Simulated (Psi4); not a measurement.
Approach curve of the dimer CH4 ··· CH5N (SMILES C and CN). Monomers: optimised at B3LYP-D3(BJ) (def2-TZVP), held rigid. Orientation: a random orientation, not optimised. The monomers approach along the line of their centres of mass (distance R); nothing else relaxes.

Geometry at R = 3.85 Å (first 5 atoms: monomer A):
```
12

C      0.0000     0.0000     0.0000
H     -0.6152    -0.8000    -0.4097
H     -0.4095     0.9633    -0.3009
H      0.0071    -0.0679     1.0870
H      1.0176    -0.0955    -0.3763
C     -0.2269    -1.8956    -3.2305
N      0.6057    -0.9134    -3.9238
H     -0.1559    -2.8544    -3.7464
H      0.1580    -2.0432    -2.2202
H     -1.2910    -1.6334    -3.1509
H      0.2759    -0.7675    -4.8702
H      0.5665    -0.0157    -3.4564
```

Levels: PBE/def2-TZVP, counterpoise-corrected (Psi4); PBE-D3(BJ)/def2-TZVP, counterpoise-corrected (Psi4); M06-2X/def2-TZVP, counterpoise-corrected (Psi4); SAPT0/jun-cc-pVDZ, frozen core (Psi4).

Interaction energies in kcal/mol; the last columns give the difference from SAPT0:

| R / Å | PBE/def2-TZVP | PBE-D3(BJ)/def2-TZVP | M06-2X/def2-TZVP | SAPT0/jun-cc-pVDZ | PBE/def2-TZVP − SAPT0/jun-cc-pVDZ | PBE-D3(BJ)/def2-TZVP − SAPT0/jun-cc-pVDZ | M06-2X/def2-TZVP − SAPT0/jun-cc-pVDZ |
|---|---|---|---|---|---|---|---|
| 3.21 | 4.49 | 3.16 | 3.36 | 4.34 | 0.16 | -1.18 | -0.98 |
| 3.41 | 1.97 | 0.81 | 1.08 | 1.85 | 0.13 | -1.03 | -0.76 |
| 3.63 | 0.63 | -0.34 | 0.04 | 0.53 | 0.10 | -0.87 | -0.48 |
| 3.85 | 0.05 | -0.75 | -0.29 | -0.03 | 0.08 | -0.72 | -0.25 |
| 4.08 | -0.19 | -0.82 | -0.35 | -0.24 | 0.05 | -0.58 | -0.12 |
| 4.26 | -0.24 | -0.76 | -0.35 | -0.27 | 0.03 | -0.49 | -0.07 |
| 4.57 | -0.22 | -0.59 | -0.30 | -0.24 | 0.02 | -0.35 | -0.06 |
| 4.88 | -0.16 | -0.42 | -0.24 | -0.18 | 0.02 | -0.24 | -0.06 |
| 5.31 | -0.09 | -0.25 | -0.16 | -0.12 | 0.03 | -0.13 | -0.04 |
| 6.06 | -0.03 | -0.10 | -0.05 | -0.05 | 0.03 | -0.04 | 0.00 |
| 7.05 | -0.01 | -0.03 | -0.01 | -0.02 | 0.02 | -0.01 | 0.01 |
| 8.36 | 0.00 | -0.01 | 0.00 | -0.01 | 0.01 | 0.00 | 0.01 |

PBE/def2-TZVP is furthest from SAPT0/jun-cc-pVDZ at 3.21 (0.16 kcal/mol, above); its mean absolute difference over the points is 0.06 kcal/mol.

PBE-D3(BJ)/def2-TZVP is furthest from SAPT0/jun-cc-pVDZ at 3.21 (-1.18 kcal/mol, below); its mean absolute difference over the points is 0.47 kcal/mol.

M06-2X/def2-TZVP is furthest from SAPT0/jun-cc-pVDZ at 3.21 (-0.98 kcal/mol, below); its mean absolute difference over the points is 0.24 kcal/mol.
